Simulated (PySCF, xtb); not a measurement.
2-chloropent-1-en-4-yne (C5H5Cl), SMILES C#CCC(=C)Cl.

GFN2-xTB (xtb) at its own geometry gives an orbital gap of 4.77 eV and a dipole moment of 1.59 D.

Coordinates come from a B3LYP-D3(BJ)/def2-SVP optimisation. Other conformers were not sampled.

### Question
What does CAM-B3LYP/def2-TZVP in PySCF give? (The exact figures need the calculation; the answer reports its results.)

### Answer
gap 9.61 eV (levels -8.87 and 0.74 eV), dipole 1.58 D.
